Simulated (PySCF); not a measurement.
[Ce(BH4)3(H2O)]+ at several levels of theory

Computed with PySCF 2.14.0 (density fitting, no spin-orbit coupling) at the geometry relaxed with PBE0:

```xyz
19
[Ce(BH4)3(H2O)]+ (singlet)
Ce    0.0487   -0.0487   -0.0372
B     1.3957    1.3449    1.4529
H     2.0775    1.9964    2.1931
H     1.5186    0.0902    1.5921
H     1.6261    1.5193    0.2203
H     0.1483    1.5230    1.5620
B    -1.3449   -1.3957    1.4529
H    -1.9964   -2.0775    2.1931
H    -1.5230   -0.1483    1.5620
H    -1.5193   -1.6261    0.2203
H    -0.0902   -1.5186    1.5921
B     1.4866   -1.4866   -1.3991
H     2.2085   -2.2085   -2.0276
H     0.6817   -2.0820   -0.6214
H     0.7372   -0.7372   -2.0821
H     2.0820   -0.6817   -0.6214
O    -1.4224    1.4224   -1.3603
H    -1.2304    2.3237   -1.6655
H    -2.3237    1.2304   -1.6655
```

```
level                                                           basis    state  HOMO (eV)  gap (eV)  charge on Ce1 (e)  population of f-type functions on Ce1 (core shells left out)  dipole about the centre of mass (D)  largest force component (eV/Å)
 PBE0      Ce def2-SVP with ECP28, B def2-SVP, H def2-SVP, O def2-SVP  singlet     -13.70      4.34               0.92                                                          0.76                                 6.44                            0.01
B3LYP                                                        the same  singlet     -13.45      3.73               0.94                                                          0.79                                 6.49                            0.21
 PBE0  Ce def2-TZVP with ECP28, B def2-TZVP, H def2-TZVP, O def2-TZVP  singlet     -13.73      4.36               0.97                                                          0.85                                 6.29                            0.23
```

Charges are Mulliken's, which hang on the basis. The relaxation used the grid (50, 194), these runs (75, 302) or, all-electron (x2c bases, spin-free X2C Hamiltonian), (99, 590).

Problem. What does TPSSh with Ce def2-SVP with ECP28, B def2-SVP, H def2-SVP, O def2-SVP give here?

Solution. state singlet, HOMO (eV) -13.07, gap (eV) 2.92, charge on Ce1 (e) 0.94, population of f-type functions on Ce1 (core shells left out) 0.83, dipole about the centre of mass (D) 6.47, largest force component (eV/Å) 0.25. Time: 53 s on 4 threads of Intel(R) Xeon(R) Processor @ 2.70GHz, with other jobs on the host, from an already converged density.

No frequency check is given that shows the relaxed geometry to be a minimum. No other spin state of this charge was computed.
